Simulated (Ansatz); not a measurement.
Consider the atomization: `F[SiH2]/C=C\[SiH2]F` → 2 C• + 2 F• + 6 H• + 2 Si•.

Gas-phase electronic energies from Ansatz, PBE0-D4/def2-TZVP geometries. CCSD(T)/CBS is the MP2 limit (def2-TZVPP, def2-QZVPP) plus CCSD(T) − MP2 in def2-TZVPP, frozen cores. This one scheme is used for every species, atoms too. No spin–orbit coupling; open shells (•) take unrestricted orbitals. Spin–orbit coupling would lower the free atoms: a little for C, F, Si. Each species was taken in one conformer, which may not be the lowest.

```
              species  HF/def2-QZVPP energy (Eh)
`F[SiH2]/C=C\[SiH2]F`                 -856.26324
                   C•                  -37.69363
                   F•                  -99.41589
                   H•                   -0.49998
                  Si•                 -288.85873
```

(1) Work out ΔE.

Largest T1 diagnostic among the species: 0.012.

Answers

(1) ΔE = 6 × (-0.49998) + 2 × (-37.69363) + 2 × (-99.41589) + 2 × (-288.85873) − (-856.26324) = 1.32686 Eh = +36.11 eV. CCSD(T)/CBS gives +47.77 eV.

In def2-TZVPP, CCSD(T) changes the Hartree–Fock value by +10.50 eV (the triples alone add +0.64 eV) and MP2 by +11.39 eV; breaking electron pairs costs correlation energy, which Hartree–Fock lacks. The D4 term adds +0.48 eV with B3LYP and +0.25 eV with PBE0; it sums over pairs of atoms, weighted by their polarisabilities, and B3LYP, whose exchange is more repulsive, gets the larger term.

B3LYP here is the variant with VWN-RPA as its local correlation; programs differ in this.

For atomizations the MP2-based limit and the directly extrapolated one differ by several kJ/mol either way, and by 10 to 25 for some Ge, Se and Sn compounds, so smaller differences from it don't rank the levels.
